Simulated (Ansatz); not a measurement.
Relaxation of ClFGaH3OSi (8 atoms, charge 0, multiplicity 1), to a largest force component of 0.015 eV/Å in at most 40 steps.

All numbers below come from Ansatz, RKS LDA/def2-SVP.

```xyz
8
Properties=species:S:1:pos:R:3:forces:R:3
F 0.070 -1.478 2.125 0.56 0.03 -0.50
Ga 1.116 -1.094 0.764 -1.12 0.19 0.65
Cl 2.985 -1.927 0.493 0.46 -0.25 -0.01
O 0.442 0.084 -0.319 0.65 -0.48 0.16
Si -0.921 0.941 -0.682 0.75 -0.38 0.08
H -1.673 1.247 0.536 -0.53 0.27 0.55
H -1.694 0.106 -1.606 -0.60 -0.19 -0.51
H -0.325 2.121 -1.311 -0.16 0.81 -0.41
```

**Question.** Where does it end, and by what steps?

**Answer.** It converged. After 9 steps the energy has fallen by 0.157 eV; H8 moved furthest, 0.19 Å.

```tsv
step	energy less start (eV)	largest force component (eV/Å)	accepted
0	0.0000	1.121	yes
1	-0.1371	0.392	yes
2	-0.1495	0.143	yes
3	-0.1513	0.082	yes
4	-0.1530	0.040	yes
5	-0.1544	0.031	yes
6	-0.1534	0.144	no
7	-0.1556	0.047	yes
8	-0.1564	0.109	yes
9	-0.1572	0.007	yes
```

```xyz
8
Properties=species:S:1:pos:R:3
F 0.050 -1.466 2.074
Ga 1.100 -1.081 0.754
Cl 2.993 -1.969 0.657
O 0.545 0.043 -0.458
Si -0.860 0.917 -0.695
H -1.560 1.179 0.614
H -1.785 0.156 -1.607
H -0.483 2.222 -1.338
```

Time of the run: 11 s on 2 threads of Intel(R) Xeon(R) 6975P-C (Granite Rapids), with other jobs on the host, peak memory 0.2 GiB.
